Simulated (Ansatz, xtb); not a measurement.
# CH4BeSi: which of two isomers lies lower

Structure X: `[BeH][CH]=[SiH2]`, a singlet. Structure Y: `[BeH][CH2][SiH]`, a singlet. Both are isolated molecules in the gas phase, relaxed with BLYP-D3(BJ)/def2-SVP; the shapes shown needn't be the lowest conformers.

X (Å):

```yaml
atoms:
  - { symbol: C, position_ang: [0.5566, -0.2580, -0.5735] }
  - { symbol: Be, position_ang: [-0.6124, 0.6391, -1.3062] }
  - { symbol: Si, position_ang: [0.7771, -0.3131, 1.1444] }
  - { symbol: H, position_ang: [1.2733, -0.8818, -1.1427] }
  - { symbol: H, position_ang: [-0.0911, 0.4604, 2.0830] }
  - { symbol: H, position_ang: [-1.5726, 1.3792, -1.8633] }
  - { symbol: H, position_ang: [1.8245, -1.1132, 1.8545] }
```

Y (Å):

```
atom    x (Å)    y (Å)   z (Å)
   C   0.8257  -0.3259  2.3787
  Be  -0.7519  -0.9057  2.3653
  Si   1.5898  -0.1839  0.6481
   H  -1.9881  -1.3995  2.3541
   H   1.2921  -1.1446  2.9833
   H   0.8577   0.6321  2.9426
   H   1.6838  -1.7196  0.4244
```

Energies in hartree; the thermal terms are from BLYP-D3(BJ)/def2-SVP harmonic frequencies (ideal gas, rigid rotor, one conformer each, 298.15 K, 1 atm) and include the zero-point energy:

```
                                X           Y
E, CCSD(T)/def2-TZVPP  −344.142367  −344.134117
    zero-point energy     0.038209     0.039237
         H(298 K) − E     0.044108     0.045281
         G(298 K) − E     0.011831     0.012430
```

Question: Work out ΔE, ΔE₀, ΔH and ΔG for X → Y in kcal/mol (1 Eh = 627.51 kcal/mol) and the equilibrium ratio [Y]/[X].

Answer: 1. ΔE = −344.134117 − (−344.142367) = +0.008250 Eh = +5.18 kcal/mol.
2. ΔE₀ = ΔE + ΔZPE = +0.008250 + (+0.001028) Eh = +5.82 kcal/mol.
3. ΔH = ΔE + (+0.001173) Eh = +5.91 kcal/mol.
4. ΔG = ΔE + (+0.000599) Eh = +5.55 kcal/mol, so ΔS = (ΔH − ΔG)/T = +5.1 J/(mol K).
5. kT = 0.9442 mEh, so K = [Y]/[X] = exp(−ΔG/kT) = exp(−9.37) ≈ 8.5 × 10^−5.

Structure X is favoured at this temperature. An error of 1 kcal/mol in ΔG would change K by a factor of 5.4. HF/STO-3G gave ΔE the other sign. Mirror images and further conformers aren't counted.

As drawn, Y has 1 C–Si, 1 C–H in place of 1 C=Si, 1 Si–H.

Other levels gave ΔE = +12.4 (GFN2-xTB); −19.3 (HF/STO-3G, GFN2-xTB geometries); +7.8 (r2SCAN-D4/def2-SVP, GFN2-xTB geometries); +6.3 (BLYP-D3(BJ)/def2-SVP); +3.2 (HF/def2-TZVPP); +7.5 (MP2/def2-TZVPP) kcal/mol. The correlated steps freeze 6 core orbitals; the last core shell of Be is correlated, in a basis made for valence electrons. Programs: Ansatz 0.2.0, xtb 6.7.1.
